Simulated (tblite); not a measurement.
Compound: C10H9N3OSi.
Structure used (GFN2-xTB), in Å, numbered top down from 1:
```
atom  x, y, z in Å
O1    -0.4419    2.3001   -1.1263
C2     0.0118    1.2123   -0.8390
C3     1.1598    0.6329   -1.5394
C4     2.1633   -0.1140   -1.0410
C5     2.3977   -0.5241    0.3089
Si6    4.1831   -1.0249    0.7192
C7     1.4216   -0.6384    1.2521
C8     0.0300   -0.4250    1.0956
C9    -0.6180    0.3322    0.1722
C10   -2.0805    0.3564    0.2003
N11   -2.6990    0.0859    1.3539
C12   -4.0137    0.1416    1.3136
N13   -4.7417    0.4403    0.2498
C14   -4.0361    0.6571   -0.8496
N15   -2.7239    0.6176   -0.9366
H16    1.2014    0.9217   -2.5832
H17    2.9538   -0.3847   -1.7333
H18    4.2738   -1.3018    2.1509
H19    5.0614    0.0793    0.3338
H20    4.5094   -2.2190   -0.0641
H21    1.7113   -1.0283    2.2206
H22   -0.6071   -0.9019    1.8329
H23   -4.5443   -0.0762    2.2331
H24   -4.5839    0.8805   -1.7568
```

Method: GFN2-xTB as coded in tblite; computed harmonic values from a numerical Hessian at the method's own geometry, unscaled. Against measured fundamentals such values can be off by several per cent, at times by over 20. Modes of hydrogen on silicon can be 10 to 20 % off. One conformer, not necessarily the lowest.

Harmonic wavenumbers (cm⁻¹): 39.5, 41.9, 57.1, 62.9, 94.5, 130.4, 194.5, 197.7, 233.7, 249.4, 272.8, 283.7, 342.0, 403.7, 450.0, 483.6, 514.3, 534.9, 552.3, 566.2, 605.5, 657.4, 669.3, 721.1, 737.1, 765.3, 777.8, 780.1, 784.7, 805.5, 845.0, 874.9, 876.6, 908.8, 934.0, 938.7, 975.3, 1054.8, 1079.8, 1109.8, 1153.7, 1173.6, 1184.3, 1230.2, 1238.2, 1291.9, 1323.0, 1340.7, 1355.6, 1383.9, 1393.6, 1508.7, 1519.0, 1560.4, 1598.3, 1615.1, 1700.8, 2255.7, 2276.5, 2288.2, 3019.5, 3034.4, 3043.8, 3045.6, 3050.2, 3051.4.

A = 1497, B = 278.6, C = 244.5 MHz; mass 215.051 u (most abundant isotopes); point group C1, symmetry number 1.

Q: What is the zero-point energy?

A: Half the sum of the wavenumbers: 35621 cm⁻¹ = 101.85 kcal/mol.

Q: Entropy at 200 K, 1 bar (ideal gas, RRHO, classical rotation)?

A: Translation 40.04, rotation 31.23, vibration 31.61: S = 102.9 cal/(mol K).

Q: And Cp and H(200 K) − H(0)?

A: Cp = 39.68 cal/(mol K), of which vibrations give 31.73 (their classical limit is 66 R = 131.2); H(200 K) − H(0) = 4.87 kcal/mol without the zero-point energy, 3.28 from vibrations.

Q: How do the functions run with temperature in this model?

A: 
```csv
T (K),S (cal/(mol K)),Cp (cal/(mol K)),H − H(0) (kcal/mol),G − H(0) (kcal/mol),ln q(vib)
150,92.6,32.0,3.08,-10.82,5.57
250,112.6,47.6,7.05,-21.10,9.70
298.15,121.6,55.0,9.52,-26.74,11.66
400,139.8,69.3,15.87,-40.06,15.76
600,172.1,89.9,31.94,-71.33,23.56
900,212.4,108.1,61.92,-129.23,34.37
```

q(vib) and H(0) count from the zero-point level.

Q: Blend soft modes into free rotors: weight 1/[1 + (100 cm⁻¹/ν̃)⁴] for the oscillator and the rest for a rotor with moment μB/(μ + B), μ = h/(8π²ν), B = 10⁻⁴⁴ kg m². What vibrational entropy results?

A: 28.19 cal/(mol K) in place of 31.61, which changes −T·S at 200 K by +0.68 kcal/mol.

Q: What must be added to the electronic energy to get the Gibbs energy at 200 K and 1 bar?

A: ZPE + [H(200 K) − H(0)] − T·S = 101.85 + 4.87 − 20.58 = 86.14 kcal/mol.

Hindered rotation and anharmonicity are outside this model. Other conformers, if any are populated, would add a mixing term that is left out. The structure is chiral; the term R ln 2 for an equal mix with its mirror image is left out.
